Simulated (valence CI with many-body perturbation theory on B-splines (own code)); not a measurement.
## E1 line list for Tb⁶⁰⁺

Method: valence CI with perturbative core correlation (CI+MBPT): three valence electrons over a frozen Dirac-Fock core [He], radial functions for each j: 11 s, 11 p, 10 d, 8 f, 5 g, 2 h, with the one-electron correlation potential Σ1 (screened to all orders), the two-electron term Σ2, the three-electron term Σ3, Breit, model QED; selected single and double excitations, second order for the rest, scaled by the run's own slope (own B-spline code, finite nucleus).

No measured spectrum was set against this ion. As an estimate, large intervals hold to a few tenths of a per cent, small ones and those within an open d or f shell to about a per cent.

Lines 201 to 250 of 576 in falling wavelength, among levels below 92002 × 10³ cm⁻¹, chosen from the strongest by gf and those to the six lowest levels. Wavelengths and rates use the calculated energies. Electric multipoles are in the length gauge, E1 and E2 with the static RPA response of the core. Weak lines are less certain than strong ones. Lines between different terms over intervals too small for the method are left out, as are lines whose strength nearly cancels. The highest levels of a list are the least certain.

Levels are named by their leading jj configuration (3d3/2^4 stands for four electrons in 3d with j = 3/2), which in mixed levels can hold well under half, so a name can repeat and another be missing. Letters in brackets count levels of one name in rising energy.

```csv
λ vac (nm),Upper,Lower,A (s⁻¹),log gf,Branch %
1.183,(2s 2p3/2 3p1/2) J=3/2 [b],(2s^2 3p1/2) J=1/2,3.29e+12,-0.56,2.0
1.182,(2p1/2 2p3/2 3d3/2) J=3/2 [a],(2s 2p1/2 3d3/2) J=3/2 [a],1.96e+12,-0.78,0.7
1.182,(2p1/2 2p3/2 3p3/2) J=5/2 [b],(2s 2p1/2 3p3/2) J=3/2 [b],1.15e+12,-0.84,0.4
1.182,(2s 2p3/2 3d5/2) J=5/2 [b],(2s^2 3d5/2) J=5/2,3.17e+12,-0.40,0.2
1.182,(2p3/2^2 3s) J=1/2,(2s 2p3/2 3s) J=1/2,1.84e+12,-1.11,1.7
1.182,(2p3/2^2 3d5/2) J=5/2 [b],(2s 2p3/2 3d5/2) J=7/2 [b],2.20e+12,-0.56,0.3
1.181,(2s 2p3/2 3d3/2) J=1/2 [b],(2s^2 3d3/2) J=3/2,2.84e+12,-0.93,0.2
1.181,(2p1/2 2p3/2 3d3/2) J=5/2 [a],(2s 2p1/2 3d3/2) J=3/2 [a],1.09e+12,-0.87,1.0
1.181,(2p3/2^2 3p3/2) J=5/2,(2s 2p3/2 3p3/2) J=3/2 [a],8.11e+11,-0.99,0.3
1.180,(2p1/2 2p3/2 3p1/2) J=3/2 [a],(2s 2p1/2 3p1/2) J=1/2 [a],1.39e+12,-0.94,0.2
1.180,(2p1/2 2p3/2 3d5/2) J=1/2,(2s 2p1/2 3d5/2) J=3/2,2.40e+12,-1.00,0.2
1.179,(2p1/2 2p3/2 3d5/2) J=7/2 [b],(2s 2p1/2 3d5/2) J=7/2,1.18e+12,-0.71,0.1
1.179,(2p1/2 2p3/2 3p3/2) J=5/2 [b],(2s 2p1/2 3p3/2) J=5/2,1.02e+12,-0.90,0.3
1.179,(2s 2p3/2 3p3/2) J=3/2 [b],(2s^2 3p3/2) J=3/2,3.28e+12,-0.56,2.0
1.179,(2s 2p3/2 3s) J=3/2 [b],(2s^2 3s) J=1/2,3.27e+12,-0.57,3.3
1.179,(2p1/2 2p3/2 3s) J=3/2 [a],(2s 2p1/2 3s) J=1/2 [a],1.89e+12,-0.80,2.1
1.178,(2s 2p3/2 3d5/2) J=3/2 [b],(2s^2 3d5/2) J=5/2,3.48e+12,-0.54,0.4
1.178,(2p1/2 2p3/2 3d5/2) J=3/2 [a],(2s 2p1/2 3d5/2) J=5/2 [a],1.05e+12,-1.06,0.1
1.177,(2p1/2 2p3/2 3d5/2) J=5/2 [a],(2s 2p1/2 3d5/2) J=5/2 [a],8.76e+11,-0.96,0.1
1.177,(2p1/2 2p3/2 3d3/2) J=1/2 [a],(2s 2p1/2 3d3/2) J=3/2 [a],2.55e+12,-0.98,1.6
1.175,(2s 2p3/2 3p3/2) J=1/2 [b],(2s^2 3p3/2) J=3/2,3.23e+12,-0.87,34.0
1.172,(2p3/2^2 3d3/2) J=3/2 [a],(2s 2p3/2 3d3/2) J=3/2 [a],1.10e+12,-1.04,0.1
1.172,(2p3/2^2 3s) J=3/2,(2s 2p3/2 3s) J=3/2 [a],2.13e+12,-0.76,1.2
1.171,(2s 2p3/2 3d5/2) J=3/2 [a],(2s^2 3d3/2) J=3/2,1.74e+12,-0.85,0.2
1.170,(2p3/2^2 3d3/2) J=7/2,(2s 2p3/2 3d3/2) J=7/2,2.02e+12,-0.48,0.2
1.167,(2p3/2^2 3p3/2) J=7/2,(2s 2p3/2 3p3/2) J=7/2,2.19e+12,-0.45,0.8
1.167,(2p3/2^2 3p1/2) J=3/2,(2s 2p3/2 3p1/2) J=3/2 [a],2.34e+12,-0.72,0.6
1.167,(2p3/2^2 3p1/2) J=5/2,(2s 2p3/2 3p1/2) J=5/2,2.41e+12,-0.53,0.6
1.166,(2p3/2^2 3d3/2) J=3/2 [a],(2s 2p3/2 3d3/2) J=5/2 [a],9.46e+11,-1.11,0.1
1.165,(2p3/2^2 3d5/2) J=7/2,(2s 2p3/2 3d5/2) J=9/2,6.60e+11,-0.97,7.2
1.165,(2p3/2^2 3d5/2) J=9/2,(2s 2p3/2 3d5/2) J=9/2,2.04e+12,-0.38,23.7
1.164,(2p1/2 2p3/2^2) J=3/2,(2s 2p1/2 2p3/2) J=5/2,3.05e+11,-1.61,5.8
1.164,(2p3/2^2 3d3/2) J=5/2,(2s 2p3/2 3d3/2) J=5/2 [a],1.36e+12,-0.78,0.2
1.164,(2s 2p1/2 2p3/2) J=1/2,(2s^2 2p1/2) J=1/2,3.85e+12,-0.81,99.6
1.162,(2s 2p1/2 2p3/2) J=3/2 [b],(2s^2 2p1/2) J=1/2,3.38e+12,-0.56,99.7
1.158,(2p1/2 2p3/2 3d5/2) J=5/2 [b],(2s 2p1/2 3d5/2) J=5/2 [a],6.29e+11,-1.12,0.0
1.158,(2p3/2^2 3s) J=5/2,(2s 2p3/2 3s) J=5/2,2.36e+12,-0.55,3.9
1.157,(2p3/2^2 3d5/2) J=5/2 [a],(2s 2p3/2 3d5/2) J=7/2 [a],1.20e+12,-0.84,0.1
1.156,(2p1/2 2p3/2^2) J=1/2,(2s 2p1/2 2p3/2) J=3/2 [b],3.97e+12,-0.80,67.9
1.155,(2p1/2 2p3/2^2) J=1/2,(2s 2p1/2 2p3/2) J=1/2,1.79e+12,-1.15,30.6
1.151,(2s 2p3/2^2) J=1/2,(2s^2 2p3/2) J=3/2,3.09e+12,-0.91,99.5
1.151,(2p1/2^2 2p3/2) J=3/2,(2s 2p1/2^2) J=1/2,2.51e+12,-0.70,96.1
1.150,(2s 2p3/2^2) J=3/2,(2s^2 2p3/2) J=3/2,5.54e+12,-0.36,99.0
1.149,(2p3/2^2 3p3/2) J=3/2 [a],(2s 2p3/2 3p3/2) J=5/2 [a],9.72e+11,-1.11,0.3
1.141,(2p1/2 2p3/2^2) J=5/2,(2s 2p1/2 2p3/2) J=5/2,2.47e+12,-0.54,50.6
1.125,(2p1/2 2p3/2^2) J=3/2,(2s 2p1/2 2p3/2) J=3/2 [a],2.72e+12,-0.69,51.4
1.105,(2p3/2^3) J=3/2,(2s 2p3/2^2) J=5/2,1.58e+12,-0.94,20.0
1.103,(2p1/2 2p3/2^2) J=5/2,(2s 2p1/2 2p3/2) J=3/2 [a],5.25e+10,-2.24,1.1
0.5155,(2s^2 4p1/2) J=1/2,(2s^2 3d3/2) J=3/2,9.48e+12,-1.12,15.8
0.5154,(2p1/2^2 4p1/2) J=1/2,(2p1/2^2 3d3/2) J=3/2,9.78e+12,-1.11,5.4
```
